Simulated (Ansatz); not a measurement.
Consider the formal exchange of groups at a C–N bond: `CN(C)[SiH](O)O` + `[Cl][InH][I]` → `[CH3][In]([Cl])[I]` + `CN[SiH](O)O`.

Computed with Ansatz on PBE0-D4/def2-TZVP structures; ΔE is electronic, products minus reactants. CBS: MP2 limit from def2 TZ/QZ plus the TZ coupled-cluster correction, frozen cores. Elements past krypton have def2 core potentials. For I, In outer-core shells are correlated without core-valence functions, which leaves a few kJ/mol of doubt a bond. One conformer a species, not always the lowest.

| species | CCSD/CBS(def2) energy (Eh) |
| --- | --- |
| `CN(C)[SiH](O)O` | -575.73383 |
| `[Cl][InH][I]` | -947.70237 |
| `[CH3][In]([Cl])[I]` | -986.96990 |
| `CN[SiH](O)O` | -536.49203 |

(1) Work out ΔE.

Largest T1 diagnostic among the species: 0.012.

## Answers

(1) ΔE = (-986.96990) + (-536.49203) − (-575.73383) − (-947.70237) = -0.02573 Eh = -16.1 kcal/mol. CCSD(T)/CBS gives -16.2 kcal/mol.

The D4 term adds +1.2 kcal/mol with B3LYP and +0.6 kcal/mol with PBE0; it sums over pairs of atoms, weighted by their polarisabilities, and B3LYP, whose exchange is more repulsive, gets the larger term. In def2-TZVPP, CCSD(T) changes the Hartree–Fock value by −0.9 kcal/mol (the triples alone add −0.0 kcal/mol) and MP2 by −2.6 kcal/mol.

B3LYP here is the variant with VWN-RPA as its local correlation; programs differ in this.
